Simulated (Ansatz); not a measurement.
Co(SH)2 (CoH₂S₂). Total charge 0; quartet. Geometry r2SCAN-D4/def2-TZVP.

Cartesian coordinates in Å:
```
Co -0.0004 -0.0023 -0.0013
S 1.1558 -1.5752 0.9230
H 2.3454 -0.9418 0.8637
S -1.1549 1.5746 -0.9210
H -2.3460 0.9448 -0.8643
```

The 6-31G sets use Cartesian d functions. B3LYP takes the VWN-RPA correlation.

Estimate the α-spin orbital energies around the gap (eV) in Ansatz with PBE-D4/def2-TZVP, B3LYP-D4/6-31G, PBE0-D4/def2-SVP, BHLYP-D4/def2-TZVP, CAM-B3LYP-D4/def2-TZVP.


```csv
orbital,PBE-D4/def2-TZVP,B3LYP-D4/6-31G,PBE0-D4/def2-SVP,BHLYP-D4/def2-TZVP,CAM-B3LYP-D4/def2-TZVP
HOMO−9,-9.93,-11.92,-12.12,-15.81,-13.82
HOMO−8,-9.01,-11.77,-11.97,-15.58,-13.59
HOMO−7,-8.70,-11.67,-11.38,-14.68,-13.14
HOMO−6,-8.50,-11.37,-11.12,-14.48,-12.66
HOMO−5,-7.50,-10.65,-10.83,-12.50,-12.60
HOMO−4,-7.35,-10.24,-10.07,-12.04,-11.64
HOMO−3,-6.96,-8.53,-8.52,-9.96,-10.07
HOMO−2,-6.94,-8.08,-7.93,-9.13,-9.40
HOMO−1,-6.69,-7.78,-7.58,-8.78,-9.17
HOMO,-5.85,-7.13,-6.94,-8.21,-8.49
LUMO,-1.09,-0.98,-0.41,0.05,0.35
LUMO+1,-0.71,-0.76,0.40,0.93,1.17
LUMO+2,0.14,-0.09,1.51,2.06,2.22
LUMO+3,0.40,0.19,1.64,2.09,2.23
LUMO+4,0.61,1.19,1.66,2.23,2.47
LUMO+5,2.29,2.58,3.27,3.68,3.84
β HOMO,-5.97,-7.41,-7.14,-8.41,-8.52
β LUMO,-5.08,-3.59,-3.26,-2.08,-2.51
```
